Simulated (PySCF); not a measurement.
# Ionising AlSn

UHF; Al cc-pV(D+d)Z, Sn cc-pVDZ-PP with ECP28; scalar-relativistic core potentials (PySCF 2.14). Neutral (UHF): quartet (σ ↑, π ↑↑), Re = 2.740 Å, ωe = 239 cm⁻¹, De = 1.33 eV, HOMO -7.04 eV, LUMO 0.33 eV.

AlSn⁺ (UHF): triplet (σ ↑, π ↑), Re = 3.211 Å, ωe = 130 cm⁻¹, De = 0.73 eV to Al⁺ + Sn. The energies at the minima are -455.25719 hartree for AlSn and -455.02989 for AlSn⁺.

**Question.** Work out the adiabatic ionisation energy, without and with harmonic zero-point energies (1 hartree = 27.2114 eV, 1 eV = 8065.5 cm⁻¹), and the change of the bond length.

**Answer.** At UHF: 0.22730 hartree = 6.185 eV between the minima; the zero-point term (130.0 − 239.0)/2 cm⁻¹ = -0.007 eV makes it 6.178 eV. Re changes by +47.1 pm against the neutral. The electron leaves a π orbital, and the ion is left as a loose complex of an ion and an atom.

These are scalar-relativistic numbers at best; spin–orbit coupling would shift them, the dissociation energy most. For an ion De counts to the pair picked by the measured ionisation energies or electron affinities, which need not be the lowest pair at this level. Hartree–Fock leaves out correlation, which carries a large part of most bond energies and some tenths to 1 eV of ionisation energies. States were picked by a PBE0 search and need not be the measured ground states.
